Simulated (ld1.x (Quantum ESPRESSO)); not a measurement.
**Before and after: RRKJ potential for Ge**

| Property | Result |
| --- | --- |
| Element | Ge (Z = 32) |
| Generator | ld1.x (Quantum ESPRESSO) 7.5 |
| Type | norm-conserving RRKJ (Kleinman–Bylander form) |
| Functional | LDA (PZ) |
| Relativity | fully relativistic |
| Frozen core | [Ar] 3d10 |
| Valence charge | 4 |
| Reference configuration | 4s1 4p3 |
| Partial waves | 4p (bound): rc 1.70 bohr; 4s (bound): rc 1.20 bohr |
| Local potential | the s channel |
| Core correction | Bessel-smoothed model core inside 1.00 bohr |

Open shells are filled in proportion to 2j + 1 (rel_dist='average').

Change: wave 4p (bound): rc 1.70 bohr becomes 4p (bound): rc 2.08 bohr.

Cutoffs: the cutoffs (Ry, on a coarse ladder) from which the occupation-weighted sum of valence levels, in a spherical-Bessel basis at the reference potential, stays within 10 and 1 mRy of its value at 400 Ry; they do not see the model core or the augmentation charge, which bear on the density cutoff. Errors are all-electron minus pseudo energies relative to the spin-unpolarised reference configuration.

Question: Predict the effect on cutoff, ghosts and configuration errors.

Answer: The potential gets neither clearly harder nor softer (50 Ry and 160 Ry → 50 Ry and 160 Ry); both files keep a bound ghost (p); of the 7 tests that both files solve, the error grows in 4 and shrinks in 0 by more than 15 % and 0.3 meV (median size 17.1 → 19.9 meV). More of the atom is replaced by a form fitted at one configuration, so other configurations suffer.

```csv
quantity,base,changed
"cutoff, loose",50 Ry,50 Ry
"cutoff, tight",160 Ry,160 Ry
bound ghosts,"p3/2, p1/2","p3/2, p1/2"
"error for 4s2 4p2, meV [ΔE -8.04 eV]",-17,-20
"error for 4s2 4p1, meV [ΔE -0.40 eV]",-14,-18
"error for 4s2 4p0, meV [ΔE 15.32 eV]",-29,-30
"error for 4s1 4p0, meV [ΔE 50.54 eV]",-139,-121
"error for 4s2 4p2.3, meV [ΔE -8.97 eV]",-18,-21
"error for 4s2 4p1.5, meV [ΔE -5.15 eV]",-15,-18
"error for 4s1 4p2, meV [ΔE 8.37 eV]",-6.7,-6.1
```

 A true bound ghost makes a file unfit for plane-wave use even where its test errors are small: the radial tests pick states by their node count and pass the ghost by.
